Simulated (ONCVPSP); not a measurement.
Ne: ONCV pseudisation with PBE, scalar-relativistic reference atom.

neon, optimised norm-conserving Vanderbilt (ONCV), made with ONCVPSP 4.0.1 (PBE, scalar-relativistic). Core [He], reference 2s2 2p5 (charge +1). Waves: 2s: rc 0.60 bohr, ncon 4, nbas 8, qcut 12.7 1/bohr, 2 projectors, debl 3.9 Ha; 2p: rc 1.60 bohr, ncon 4, nbas 8, qcut 10.7 1/bohr, 3 projectors, debl 1.6 Ha. Local part: polynomial inside 0.45 bohr (lpopt 5, dvloc0 1 Ha). Core correction: Teter function, fcfact 2.5, rcfact 1.45.

All-electron outer shells of the reference configuration (PBE, scalar-relativistic, ld1.x):

```csv
shell,level (eV),outermost node (bohr),outermost maximum (bohr)
1s,-853.41,–,0.10
2s,-55.65,0.22,0.67
2p,-32.28,–,0.60
```

Q: Estimate the cutoffs (Ha) at which the residual kinetic energy of the hardest occupied pseudo-wave falls to 1 and 0.1 mHa per electron.

A: 73 Ha and 139 Ha.

Q: Does the potential have ghost states?

A: No bound ghost flagged; no localised positive-energy state flagged.

Q: Which valence shell sets the plane-wave cutoff?

A: 2s: 73 Ha for 1 mHa per electron, against 36 Ha for 2p.

Q: Tests: 2s2 2p6; 2s2 2p4; 2s2 2p3; 2s2 2p5.5. Which has the largest error in its energy relative to the reference configuration, and how large is it?

A: 2s2 2p3, with +1197 meV (all-electron minus pseudo) on +110.70 eV.
